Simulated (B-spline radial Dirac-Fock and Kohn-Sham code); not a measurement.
Two-hole binding energies of Zr⁶⁺

System: Zr⁶⁺, configuration 1s2 2s2 2p6 3s2 3p6 3d10 4s2 4p4.

Model: relaxed Dirac-Fock hole states (ΔSCF) with Breit and QED corrections and a finite nucleus. Program: an atomic code on a B-spline grid. U is the two-hole binding energy less the two single-hole energies, the effective repulsion of the holes after relaxation. Each two-hole energy is an average over J within one jj subconfiguration.

```csv
holes,E(a) (eV),E(b) (eV),E(ab) (eV),U (eV)
1s⁻²,18097.7,18097.7,?,?
1s⁻¹ 2p1/2⁻¹,18097.7,2407.8,20679.2,173.7
1s⁻¹ 3p1/2⁻¹,18097.7,444.6,18598.1,55.8
1s⁻¹ 3d3/2⁻¹,18097.7,279.1,18425.8,49.1
1s⁻¹ 3d5/2⁻¹,18097.7,276.7,18423.0,48.7
2s⁻¹ 2p1/2⁻¹,2637.5,2407.8,5143.5,98.2
2p1/2⁻²,2407.8,2407.8,4943.6,127.9
2s⁻¹ 3p1/2⁻¹,2637.5,444.6,3131.2,49.2
2p1/2⁻¹ 3s⁻¹,2407.8,530.9,2987.5,48.8
2p1/2⁻¹ 3d3/2⁻¹,2407.8,279.1,2735.7,48.8
2p1/2⁻¹ 3d5/2⁻¹,2407.8,276.7,2735.0,50.5
3p1/2⁻²,444.6,444.6,931.5,42.3
3d3/2⁻²,279.1,279.1,599.5,41.3
3d3/2⁻¹ 3d5/2⁻¹,279.1,276.7,597.6,41.8
```

Task: Give the missing two-hole energy and U.

Result: E(ab) = 36810.3 eV and U = 615.0 eV.

Run: 36 s of CPU time on 1 thread of Neoverse-V1 (shared host), peak memory 0.42 GiB.

Values without a named source are computed, but for edge energies of neutral atoms, which are taken from tables.
